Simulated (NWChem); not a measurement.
# CH$_{6}$OSi; SMILES [SiH3]CO

```xyz
9

O      0.3630     1.6549    -0.0717
C     -0.6432     0.6483     0.0155
Si     0.1150    -1.1088    -0.0176
H      0.9257     1.5685     0.7199
H     -1.3027     0.7754    -0.8696
H     -1.3083     0.7715     0.9070
H      1.0990    -1.2074     1.1212
H      0.8625    -1.3312    -1.3023
H     -0.9302    -2.1820     0.1514
```
Atoms are numbered in this order, from 1.

The geometry was optimised at PBE-D3(BJ)/def2-SVP.

### Question
List the 6 lowest vertical singlet excitations from PBE/def2-SVP, TDA (NWChem).

### Answer
```csv
state,energy (eV),oscillator strength,leading excitation (squared amplitude)
S1,5.97,0.016,HOMO → LUMO (0.98)
S2,6.55,0.037,HOMO → LUMO+1 (0.95)
S3,6.80,0.003,HOMO → LUMO+2 (0.99)
S4,7.62,0.002,HOMO → LUMO+3 (0.74)
S5,7.78,0.012,HOMO → LUMO+4 (0.73)
S6,7.82,0.044,HOMO−1 → LUMO (0.52)
```
